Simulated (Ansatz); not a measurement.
Geometry optimisation, Ansatz 0.2.0, UKS LDA/def2-SVP.

input.yaml

```yaml
crystal:
  periodic: [false, false, false]
  atoms:
    - { symbol: S, position_ang: [-0.0077, 1.7224, -1.1278] }
    - { symbol: Al, position_ang: [-0.0054, -0.3069, -0.2212] }
    - { symbol: S, position_ang: [-0.0165, -0.5411, 2.02] }
    - { symbol: Br, position_ang: [0.1106, -2.2114, -1.621] }
    - { symbol: H, position_ang: [-1.4613, 1.7707, -1.1687] }
    - { symbol: H, position_ang: [1.4224, -0.4978, 2.0727] }
magnetization:
  spin_polarized: true
basis:
  gaussian: { orbitals: def2-SVP }
hamiltonian:
  xc: lda
relax:
  f_tol: 0.02
  max_steps: 50
output:
  orbitals: {}
```

Command:

```bash
$ ansatz run input.yaml --threads 2 --pin off --max-ram 3072MiB --backend cpu --events-out ev --progress --plain --runs-dir out
```

Task: Where does it end, and by what steps?

Result: It converged. The force dipped under the threshold on the way, but the program's further checks kept it going. After 17 steps the energy has fallen by 0.685 eV; H5 moved furthest, 1.49 Å.

```csv
step,energy less start (eV),largest force component (eV/Å),accepted
0,0.0000,1.699,yes
1,-0.2672,0.666,yes
2,-0.2905,0.046,yes
3,-0.3068,0.080,yes
4,-0.3329,0.960,yes
5,-0.4210,0.706,yes
6,-0.5025,0.520,yes
7,-0.5715,0.397,yes
8,-0.6180,0.401,yes
9,-0.6403,0.665,yes
10,-0.6748,0.123,yes
11,-0.6784,0.101,yes
12,-0.6425,0.983,no
13,-0.6840,0.017,yes
14,-0.6830,0.220,no
15,-0.6847,0.040,yes
16,-0.6851,0.002,yes
17,-0.6852,0.013,yes
```

```xyz
6
Properties=species:S:1:pos:R:3
S -0.440 1.318 -1.365
Al 0.032 -0.580 -0.425
S 0.435 -0.880 1.686
Br 0.107 -2.381 -1.743
H -0.361 2.016 -0.192
H 0.269 0.442 1.992
```

The run took 28 s on 2 threads of Arm Neoverse V1 (shared host), peak memory 0.15 GiB.
